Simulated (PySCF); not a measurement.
## Electronic absorption of C6H4ClNS

Compound: C6H4ClNS.
Bonds: Cl1–C2, C2–C3 (aromatic), C3–S4 (aromatic), S4–C5 (aromatic), C5–C6 (aromatic), C6–C7 (aromatic), C7–N8 (aromatic), N8–C9 (aromatic), C2–C9 (aromatic), C5–C9 (aromatic). Hydrogens: H10 on C3; H11 on C6; H12 on C7; H13 on N8.

Level of theory: TDDFT wB97X-D/def2-SVPD, vertical, gas phase, core orbitals frozen in the response in PySCF. Geometry: PBE0-D3(BJ)/def2-SVP; no solvent, vibrations or thermal averaging.

| state | E (eV) | ν̃ (cm⁻¹) | f | symmetry | main configurations (H = HOMO, L = LUMO) |
| --- | --- | --- | --- | --- | --- |
| S1 | 5.16 | 41600 | 0.255 | A′ | H→L (95%) |
| S2 | 5.40 | 43530 | 0.128 | A′ | H-1→L (93%) |
| S3 | 5.47 | 44090 | 0.0001 | – | H→L+1 (77%) |
| S4 | 5.84 | 47080 | 0.0001 | – | H-1→L+1 (72%) |
| S5 | 5.98 | 48260 | 0.0008 | – | H→L+2 (84%) |
| S6 | 6.31 | 50920 | 0.0004 | – | H→L+3 (67%) |

The lowest singlet comes at 240 nm (498 kJ/mol) in the ultraviolet; it is strong; its leading configuration is HOMO→LUMO (95%). The lowest level is also the most intense of those listed (f = 0.255). Löwdin shares by element: HOMO carbon 61% or more (atoms not listed hold the other 39%); LUMO carbon 52% or more, sulfur 14% (atoms not listed hold the other 33%). The oscillator strengths of these states sum to 0.385; summed over the whole spectrum of an exact calculation they would give the number of electrons, 80 (Thomas–Reiche–Kuhn). The listed states span 1.15 eV, and the widest gap between neighbours is 0.37 eV (S3 to S4). Weighted by f, the mean energy of these states is 5.24 eV. No computed singlet lies in the visible range (380 to 750 nm); the lowest, at 240 nm, stands 1.90 eV above its violet end (3.26 eV). Symmetry labels in Cs follow from the direction of the transition dipole and are given only for states with f of 0.002 or more. Only the lowest 6 singlets were computed, as vertical energies without vibronic structure.

Time: 1.7 min wall; peak memory 0.99 GiB. Hardware: one thread of an Arm Neoverse N1, shared host with 64 logical CPUs at a one-minute load of 60.
